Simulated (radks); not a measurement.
All-electron atom: Nd1.25+ in [Xe] 4f4 6s(up 0.75, down 0) (fractional occupations, a model configuration). Method: scalar-relativistic Kohn-Sham, PBE, spin-polarised, spherical densities, point nucleus; open shells are filled with parallel spins first (spin-orbit coupling, left out, can overturn this in heavy ions); computed with a radial shooting solver on a logarithmic mesh with Libxc functionals.

Unscreened Slater integrals over Kohn-Sham orbitals (cm^-1). They are taken over the spin-up orbitals.

| integral | value |
|---|---|
| F0(6s,6s) | 50692 |
| F0(6s,4f) | 65270 |
| G3(6s,4f) | 3253.2 |
| F0(6s,5p) | 62593 |
| G1(6s,5p) | 5127.0 |
| F0(6s,5s) | 63653 |
| G0(6s,5s) | 2790.2 |
| F0(4f,4f) | 192110 |
| F2(4f,4f) | 87468 |
| F4(4f,4f) | 54163 |
| F6(4f,4f) | 38769 |
| F0(4f,5p) | 134050 |
| F2(4f,5p) | 49886 |
| G2(4f,5p) | 30155 |
| G4(4f,5p) | 22403 |
| F0(4f,5s) | 150110 |
| G3(4f,5s) | 33122 |
| F0(5p,5p) | 115270 |
| F2(5p,5p) | 61997 |
| F0(5p,5s) | 123590 |
| G1(5p,5s) | 82417 |
| F0(5s,5s) | 134530 |

Derived for the open shells (J is the average intra-shell exchange parameter used in DFT+U). 4f: F4/F2 = 0.619, F6/F2 = 0.443, J = (286 F2 + 195 F4 + 250 F6)/6435 = 7035 cm^-1.
